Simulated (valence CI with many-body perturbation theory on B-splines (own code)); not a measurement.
## Nd⁵⁵⁺: electric-dipole lines

Computed by relativistic CI+MBPT: three valence electrons over a frozen Dirac-Fock core [He], radial functions for each j: 11 s, 11 p, 10 d, 8 f, 5 g, 2 h, with the one-electron correlation potential Σ1, the two-electron term Σ2, the three-electron term Σ3, Breit, model QED; selected CI, second order for the rest, scaled by the run's own slope (own B-spline code, finite nucleus).

No measured spectrum was set against this ion. As an estimate, large intervals hold to a few tenths of a per cent, small ones and those within an open d or f shell to about a per cent.

Lines 1 to 50 of 561 in falling wavelength, among levels below 699.10 Ry, chosen from the strongest by gf and those to the six lowest levels. Wavelengths and rates use the calculated energies. Electric multipoles are in the length gauge, E1 and E2 with the static RPA response of the core. Weak lines are less certain than strong ones. Lines between different terms over intervals too small for the method are left out, as are lines whose strength nearly cancels. The highest levels of a list are the least certain.

Levels are named by their leading jj configuration (3d3/2^4 stands for four electrons in 3d with j = 3/2), which in mixed levels can hold well under half, so a name can repeat and another be missing. Letters in brackets count levels of one name in rising energy.

```
λ vac (Å)                          Upper                          Lower   A (s⁻¹)  S (a.u.)
    769.6          (2p1/2^2 4f7/2) J=7/2          (2p1/2^2 4d5/2) J=5/2  1.53e+08  2.76e-01
    722.9     (2s 2p1/2 4f7/2) J=7/2 [b]     (2s 2p1/2 4d5/2) J=5/2 [b]  1.68e+08  2.50e-01
    647.1         (2s 2p1/2 4f7/2) J=9/2         (2s 2p1/2 4d5/2) J=7/2  2.55e+08  3.41e-01
    634.1     (2s 2p1/2 4f7/2) J=7/2 [a]     (2s 2p1/2 4d5/2) J=5/2 [a]  2.10e+08  2.12e-01
    608.7             (2s^2 4f7/2) J=7/2             (2s^2 4d5/2) J=5/2  3.06e+08  2.72e-01
    431.0     (2s 2p1/2 4f5/2) J=5/2 [b]     (2s 2p1/2 4d3/2) J=3/2 [b]  6.48e+08  1.54e-01
    414.0          (2p1/2^2 4f5/2) J=5/2          (2p1/2^2 4d3/2) J=3/2  9.19e+08  1.93e-01
    398.8             (2s^2 4f5/2) J=5/2             (2s^2 4d3/2) J=3/2  1.01e+09  1.90e-01
    396.2         (2s 2p1/2 4f5/2) J=7/2         (2s 2p1/2 4d3/2) J=5/2  7.85e+08  1.93e-01
    395.4     (2s 2p1/2 4f5/2) J=5/2 [a]     (2s 2p1/2 4d3/2) J=3/2 [a]  1.02e+09  1.88e-01
    331.0     (2s 2p1/2 4d5/2) J=5/2 [a]     (2s 2p1/2 4p3/2) J=3/2 [a]  2.22e+09  2.39e-01
    328.7         (2s 2p1/2 4d5/2) J=7/2         (2s 2p1/2 4p3/2) J=5/2  3.06e+09  4.29e-01
    323.6          (2p1/2^2 4d5/2) J=5/2          (2p1/2^2 4p3/2) J=3/2  3.29e+09  3.30e-01
    313.4             (2s^2 4d5/2) J=5/2             (2s^2 4p3/2) J=3/2  3.45e+09  3.15e-01
    312.4     (2s 2p1/2 4d5/2) J=5/2 [b]     (2s 2p1/2 4p3/2) J=3/2 [b]  3.09e+09  2.79e-01
    300.6         (2s 2p1/2 4d5/2) J=3/2         (2s 2p1/2 4p3/2) J=1/2  3.09e+09  1.66e-01
    294.1         (2s 2p1/2 4d3/2) J=5/2     (2s 2p1/2 4p3/2) J=3/2 [a]  1.09e+09  8.25e-02
    192.7          (2p3/2^2 3p1/2) J=3/2             (2p3/2^2 3s) J=5/2  3.43e+09  4.84e-02
    172.4     (2s 2p3/2 3p1/2) J=3/2 [a]            (2s 2p3/2 3s) J=5/2  4.53e+09  4.59e-02
    166.7         (2s 2p3/2 3p1/2) J=5/2            (2s 2p3/2 3s) J=5/2  3.27e+09  4.48e-02
    146.9     (2s 2p1/2 4d3/2) J=3/2 [b]     (2s 2p1/2 4p1/2) J=1/2 [b]  1.53e+10  9.60e-02
    146.9      (2p3/2^2 3d5/2) J=5/2 [a]      (2p3/2^2 3p3/2) J=3/2 [a]  5.06e+09  4.75e-02
    145.9     (2s 2p1/2 4d5/2) J=5/2 [a]         (2s 2p1/2 4p1/2) J=3/2  7.74e+09  7.12e-02
    145.2         (2s 2p1/2 4d3/2) J=1/2     (2s 2p1/2 4p1/2) J=1/2 [b]  2.50e+10  7.55e-02
    141.1          (2p1/2^2 4d3/2) J=3/2          (2p1/2^2 4p1/2) J=1/2  3.27e+10  1.82e-01
    140.7     (2s 2p3/2 3d5/2) J=7/2 [a]     (2s 2p3/2 3p3/2) J=5/2 [a]  5.46e+09  6.01e-02
    140.2     (2s 2p1/2 4d3/2) J=3/2 [a]     (2s 2p1/2 4p1/2) J=1/2 [a]  3.21e+10  1.75e-01
    140.1             (2s^2 4d3/2) J=3/2             (2s^2 4p1/2) J=1/2  3.17e+10  1.72e-01
    138.9         (2s 2p3/2 3d5/2) J=9/2         (2s 2p3/2 3p3/2) J=7/2  9.12e+09  1.21e-01
    138.2         (2s 2p1/2 4d3/2) J=5/2         (2s 2p1/2 4p1/2) J=3/2  2.45e+10  1.91e-01
    137.8      (2p1/2 2p3/2 3d5/2) J=9/2      (2p1/2 2p3/2 3p3/2) J=7/2  1.07e+10  1.38e-01
    137.0          (2p3/2^2 3d5/2) J=7/2          (2p3/2^2 3p3/2) J=5/2  7.95e+09  8.07e-02
    137.0     (2s 2p3/2 3d5/2) J=7/2 [b]     (2s 2p3/2 3p3/2) J=5/2 [b]  7.65e+09  7.77e-02
    136.6  (2p1/2 2p3/2 3d5/2) J=7/2 [a]  (2p1/2 2p3/2 3p3/2) J=5/2 [a]  9.94e+09  1.00e-01
    136.5     (2s 2p3/2 3d5/2) J=5/2 [b]     (2s 2p3/2 3p3/2) J=3/2 [b]  6.84e+09  5.15e-02
    136.3         (2s 2p1/2 3d5/2) J=7/2         (2s 2p1/2 3p3/2) J=5/2  1.00e+10  1.00e-01
    136.2  (2p1/2 2p3/2 3d5/2) J=7/2 [b]  (2p1/2 2p3/2 3p3/2) J=5/2 [b]  9.05e+09  9.03e-02
    136.1         (2s 2p1/2 4p3/2) J=1/2        (2s 2p1/2 4s) J=1/2 [b]  3.62e+10  9.00e-02
    135.8          (2p3/2^2 3d5/2) J=9/2          (2p3/2^2 3p3/2) J=7/2  1.03e+10  1.28e-01
    134.5     (2s 2p1/2 4p3/2) J=3/2 [b]        (2s 2p1/2 4s) J=1/2 [b]  2.52e+10  1.21e-01
    134.0          (2p1/2^2 3d5/2) J=5/2          (2p1/2^2 3p3/2) J=3/2  1.15e+10  8.21e-02
    133.4      (2p3/2^2 3d5/2) J=5/2 [b]      (2p3/2^2 3p3/2) J=3/2 [b]  1.04e+10  7.33e-02
    133.4     (2s 2p1/2 4d3/2) J=3/2 [b]         (2s 2p1/2 4p1/2) J=3/2  1.67e+10  7.83e-02
    133.2             (2s^2 3d5/2) J=5/2             (2s^2 3p3/2) J=3/2  8.66e+09  6.06e-02
    131.8     (2s 2p1/2 3d5/2) J=5/2 [a]     (2s 2p1/2 3p3/2) J=3/2 [a]  1.02e+10  6.94e-02
    131.2          (2p1/2^2 4p3/2) J=3/2             (2p1/2^2 4s) J=1/2  4.94e+10  2.20e-01
    130.3  (2p1/2 2p3/2 3d5/2) J=5/2 [b]  (2p1/2 2p3/2 3p3/2) J=3/2 [b]  7.29e+09  4.78e-02
    129.5             (2s^2 4p3/2) J=3/2                (2s^2 4s) J=1/2  4.74e+10  2.03e-01
    129.1     (2s 2p1/2 4p3/2) J=3/2 [a]        (2s 2p1/2 4s) J=1/2 [a]  4.93e+10  2.09e-01
    128.3         (2s 2p1/2 4p3/2) J=5/2            (2s 2p1/2 4s) J=3/2  5.18e+10  3.24e-01
```
